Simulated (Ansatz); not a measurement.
Consider the formal exchange of groups at the Si–O bond: `CO[SiH]1C=N1` + `CC(=N)CBr` → `BrC[SiH]1C=N1` + `COC(C)=N`.

Computed with Ansatz on PBE0-D4/def2-TZVP structures; ΔE is electronic, products minus reactants. CCSD(T)/CBS adds triple-zeta CCSD(T) − MP2 to the extrapolated MP2 energy (def2 sets, frozen cores). Functionals use def2-TZVPP. B3LYP here is the variant with VWN-RPA as its local correlation; programs differ in this. For Br outer-core shells are correlated without core-valence functions, which leaves a few kJ/mol of doubt a bond. Scalar relativity is left out up to krypton. One conformer a species, not always the lowest.

```
             level  ΔE (kJ/mol)  difference from CCSD(T)/CBS
            PBE-D4         51.0                        -19.4
           PBE0-D4         56.8                        -13.6
           ωB97X-V         63.4                         -7.0
           ωB97M-V         64.2                         -6.2
            B2PLYP         67.3                         -3.1
               PBE         50.2                        -20.2
              PBE0         56.1                        -14.3
             B3LYP         64.3                         -6.1
     HF/def2-TZVPP         78.4                          8.0
SCS-MP2/def2-TZVPP         74.4                          4.0
CCSD(T)/def2-TZVPP         68.8                         -1.6
     HF/def2-QZVPP         79.4                          9.0
    MP2/def2-QZVPP         72.8                          2.4
SCS-MP2/def2-QZVPP         75.7                          5.3
     MP2/CBS(def2)         73.1                          2.7
    CCSD/CBS(def2)         73.7                          3.3
       CCSD(T)/CBS         70.4                            0
```

Largest T1 diagnostic among the species: 0.013.

In def2-TZVPP, CCSD(T) changes the Hartree–Fock value by −9.5 kJ/mol (the triples alone add −3.3 kJ/mol) and MP2 by −6.8 kJ/mol. From PBE to PBE0 (25 % exact exchange), in def2-TZVPP and without D4, ΔE moves by +5.9 kJ/mol.
